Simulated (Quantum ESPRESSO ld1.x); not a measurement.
Problem. All-electron atom: Rh2+ in [Kr] 4d7. Calculated with ld1.x of Quantum ESPRESSO 7.5: Dirac Kohn-Sham, revPBE, spin-unpolarised, spherical densities, point nucleus; open shells are shared between the two j in proportion to 2j + 1; speed of light set to 411.108 atomic units (3 times the physical value, a model run). Some entries of the table are withheld. Estimate them.

orbital,occ.,eigenvalue (eV),<r^2> (bohr^2),<1/r> (bohr^-1)
1s1/2,2,-22463.5,0.001522,(1)
2s1/2,2,-3219.17,0.02528,10.16
2p1/2,2,(2),0.01915,10.15
2p3/2,4,(3),0.01929,10.09
3s1/2,2,-590.400,0.1843,3.574
3p1/2,2,-497.915,0.1806,3.486
3p3/2,4,-495.324,0.1816,3.471
3d3/2,4,-325.766,0.1632,3.308
3d5/2,6,-325.218,0.1635,3.304
4s1/2,2,-98.2917,1.141,1.359
4p1/2,2,-70.1711,(4),1.244
4p3/2,4,-69.7631,(5),1.239
4d3/2,2.8,-25.9949,2.445,0.9325
4d5/2,4.2,-25.9447,2.451,0.9312

Solution. 
(1) 1s1/2 <1/r> (bohr^-1): 44.75
(2) 2p1/2 eigenvalue (eV): -2985.25
(3) 2p3/2 eigenvalue (eV): -2970.10
(4) 4p1/2 <r^2> (bohr^2): 1.344
(5) 4p3/2 <r^2> (bohr^2): 1.352
